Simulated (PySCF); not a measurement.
**SnO and its ions**

PBE0; basis Sn cc-pVTZ-PP with ECP28, O cc-pVTZ; scalar-relativistic core potentials; PySCF 2.14. Neutral (UKS): singlet (closed shell), Re = 1.825 Å, ωe = 870 cm⁻¹, De = 5.26 eV, HOMO -7.63 eV, LUMO -2.23 eV.

SnO⁺ (UKS): doublet (π ↑), Re = 1.981 Å, ωe = 644 cm⁻¹, De = 3.21 eV to Sn⁺ + O. The energies at the minima are -289.46624 hartree for SnO and -289.12247 for SnO⁺.

**Question.** Work out the adiabatic ionisation energy, without and with harmonic zero-point energies (1 hartree = 27.2114 eV, 1 eV = 8065.5 cm⁻¹), and the change of the bond length.

**Answer.** At PBE0: 0.34377 hartree = 9.354 eV between the minima; the zero-point term (644.0 − 870.0)/2 cm⁻¹ = -0.014 eV makes it 9.340 eV. Re changes by +15.6 pm against the neutral. Minus the HOMO energy is 7.63 eV, -1.72 eV from the value between the minima; self-interaction puts the Kohn–Sham level too high, less so with exact exchange. The electron leaves a π orbital; in so polar a molecule the change of length follows mostly from the change of the ionic charges.

These are scalar-relativistic numbers at best; spin–orbit coupling would shift them, the dissociation energy most. For an ion De counts to the pair picked by the measured ionisation energies or electron affinities, which need not be the lowest pair at this level. States were picked by a PBE0 search and need not be the measured ground states.
